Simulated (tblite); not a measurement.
Cl, charge -1, singlet; GFN1-xTB (tblite).

The tblite input:
```
$ tblite run mol.xyz --method gfn1 --charge -1 --spin 0 --grad --json tblite.json --no-restart

# file mol.xyz
1

Cl     0.00000000     0.00000000     0.00000000
```

Question: Write the output that tblite gives for this input, abridged.

Answer: 
```
xTB calculator
 | screened Coulomb repulsion
 | Coulomb electrostatics
 |  * isotropic Klopman-Ohno-Mataga-Nishimoto electrostatics
 |  * onsite third-order electrostatics
 | DFT-D3(BJ) dispersion correction

halogen bonding energy    0.0000000000000E+00 Eh
repulsion energy          0.0000000000000E+00 Eh
dispersion energy         0.0000000000000E+00 Eh
number of electrons       8.0000000000000E+00 e
integral cutoff           1.8692496428791E+01 bohr

------------------------------------------------------------
  cycle        total energy    energy error   density error
------------------------------------------------------------
      1     -4.527948236259  -4.5279482E+00   2.3328474E-01
      2     -4.527948236259   0.0000000E+00   1.3997084E-01
      3     -4.527948236259   0.0000000E+00   8.3974108E-06
------------------------------------------------------------

electronic energy        -4.5279482362587E+00 Eh
total energy             -4.5279482362587E+00 Eh

Post processing:
 | Mayer-Wiberg bond orders

[Info] Tight-binding results written to 'tblite.txt'
[Info] JSON dump of results written to 'tblite.json'
```
